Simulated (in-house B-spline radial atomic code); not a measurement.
Sc¹⁴⁺. Computed with a B-spline radial atomic code. Model: all-electron spherical atom, spin shells full or empty, radial basis limit, no spin-orbit coupling: exact exchange with a local potential (Slater, KLI or optimised effective potential, whose far tail is KLI's), no correlation.

Exchange potential has not reached -1/r at the last radius.

The run also made RPA and GW results, which its time includes.

The Slater potential averages the orbital exchange potentials with the orbital densities as weights, KLI adds orbital constants, and the optimised effective potential minimises the exact-exchange energy among local potentials. So their energies lie above Hartree-Fock in the order OEP, KLI, Slater. All fall off as −1/r, unlike LDA and GGA exchange.

Command:
```bash
python run_gw.py task.json out
```
Settings (nuclear radius in fm, other lengths in bohr, energies in hartree):
```
Z                      21
electrons              7
configuration          [He] 2s2 2p3
hamiltonian            x2c
method                 oep
lmax                   9
rms_radius             3.5459
spin_polarised         True
box_radius             5.25
intervals              96
```

Time taken, with all properties: 4 s on 1 thread of Arm Neoverse N1, on a shared host.

Given: hamiltonian one-electron scalar X2C; mean-field start exchange-only OEP.

Computed: energy above Hartree-Fock 1.471 millihartree.

| radius (bohr) | r times exchange potential up (hartree bohr) | r times exchange potential down (hartree bohr) |
| --- | --- | --- |
| 0.00238 | -0.04399 | -0.044064 |
| 0.00281 | -0.051899 | -0.051978 |
| 0.00331 | -0.061069 | -0.061152 |
| 0.00391 | -0.072036 | -0.07212 |
| 0.00461 | -0.084766 | -0.084846 |
| 0.00543 | -0.09958 | -0.099651 |
| 0.00641 | -0.11713 | -0.11718 |
| 0.00756 | -0.13747 | -0.13749 |
| 0.00891 | -0.16097 | -0.16092 |
| 0.0105 | -0.18807 | -0.18792 |
| 0.0124 | -0.21955 | -0.21926 |
| 0.0146 | ? | ? |
| 0.0172 | -0.29426 | -0.29343 |
| 0.0203 | -0.33857 | -0.33728 |
| 0.024 | -0.38722 | -0.38531 |
| 0.0283 | -0.43794 | -0.43527 |
| 0.0334 | -0.49009 | -0.48661 |
| 0.0393 | -0.53994 | -0.53593 |
| 0.0464 | -0.58586 | -0.58243 |
| 0.0547 | -0.62151 | -0.62136 |
| 0.0646 | ? | ? |
| 0.0761 | -0.6396 | -0.66196 |
| 0.0898 | -0.62156 | -0.65009 |
| 0.106 | -0.62016 | -0.5965 |
| 0.125 | -0.68655 | -0.4849 |
| 0.147 | -0.82108 | -0.4059 |
| 0.174 | -0.98143 | -0.52145 |
| 0.205 | -1.122 | -0.68562 |
| 0.242 | -1.2394 | -0.79031 |
| 0.285 | -1.3239 | -0.85971 |
| 0.336 | -1.3691 | -0.9147 |
| 0.396 | -1.3721 | -0.95477 |
| 0.468 | -1.3389 | -0.9803 |
| 0.551 | -1.2851 | -0.99286 |
| 0.65 | -1.2237 | -0.99802 |
| 0.767 | -1.1658 | -0.9996 |
| 0.905 | -1.1103 | -0.99992 |

(1) What belongs in the row 0.0146?

(2) What belongs in the row 0.0646?

```csv
occupied,level (hartree),Hartree-Fock level (hartree)
1s up,-184.76,-188.62
1s down,-184.47,-187.85
2s up,?,?
2s down,-35.353,-35.353
2p up,-34.259,-34.258
```

(3) What belongs in the row 2s up?

| empty | level (hartree) |
| --- | --- |
| 2p down | -32.703 |
| 3s up | -14.759 |
| 3s down | -14.379 |
| 3p up | -14.01 |
| 3p down | -13.606 |
| 3d up | -13.237 |
| 3d down | -12.719 |
| 4s up | ? |
| 4s down | -7.7918 |
| 4p up | ? |
| 4p down | -7.4778 |
| 4d up | -7.2849 |
| 4d down | -7.1388 |
| 4f up | -7.1284 |

(4) What belongs in the row 4s up?

(5) What belongs in the row 4p up?

## Answers

(1) r times exchange potential up (hartree bohr): -0.25468; r times exchange potential down (hartree bohr): -0.25417.

(2) r times exchange potential up (hartree bohr): -0.64127; r times exchange potential down (hartree bohr): -0.64965.

(3) level (hartree): -36.754; Hartree-Fock level (hartree): -37.09.

(4) level (hartree): -7.8943.

(5) level (hartree): -7.5877.

The highest level, 2p up, differs from Hartree-Fock by -0.018 eV and the deepest, 1s up, by +105 eV: a local potential can match the highest level but can't give each shell its own exchange.
